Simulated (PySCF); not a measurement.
Vertical excitations of a molecule C2H7NOSi2 from TDDFT-CAM-B3LYP/def2-SVPD (PySCF 2.14.0), as energy in eV (oscillator strength): 5.16 (0.002), 5.99 (0.002), 6.25 (0.000), 6.27 (0.011), 6.39 (0.034), 6.72 (0.139), 7.08 (0.012), 7.15 (0.036), 7.20 (0.004), 7.37 (0.024). Lowest triplet (TDA): 4.20 eV. Geometry: B3LYP-D3(BJ)/def2-SVP. One conformer was computed; it need not be the lowest.

**Question.** Which molecule gave these data?
(A) N[Si@]1(O)C=C[SiH2]1
(B) O[Si@H]1C=NC[SiH2]1
(C) C[SiH2][Si@H]1N=CO1
(D) [SiH3][SiH2]C1=NCO1

**Answer.** A, N[Si@]1(O)C=C[SiH2]1
